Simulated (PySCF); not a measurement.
## Working out the ionisation energy of P(2+)

P(2+) [Ne] 3s2 3p1 (2P) → P(3+) [Ne] 3s2 (1S). Computed with PySCF 2.14 in aug-cc-pCVTZ-DK with one added diffuse shell each of s, p, d, f type (9s8p6d4f, 91 functions), with the spin-free X2C one-electron Hamiltonian (Gaussian nucleus). Frozen: nothing. Energies in hartree (1 hartree = 27.21139 eV):

```tsv
part	P(2+) (lower)	P(3+) (upper)
UHF	-340.464216	-339.377424
MP2 opposite-spin	-0.278167	-0.269414
MP2 same-spin	-0.092774	-0.089246
```

Task: What does Hartree-Fock give?

Result: (-339.377424) − (-340.464216) = 1.086792 hartree = 29.573 eV.

Task: What do MP2 and SCS-MP2 (6/5 opposite-spin, 1/3 same-spin) give?

Result: The opposite-spin parts differ by 0.238 eV and the same-spin parts by 0.096 eV. MP2: 29.573 + (0.238) + (0.096) = 29.907 eV. SCS-MP2: 29.573 + 1.2 × (0.238) + (0.096)/3 = 29.891 eV.

A first-order spin-orbit estimate adds 0.041 eV to MP2 (all electrons), giving 29.948 eV against 30.203 eV (measured; NIST Atomic Spectra Database, ionization energies).

What remains against the reference includes basis incompleteness and correlation beyond second order.
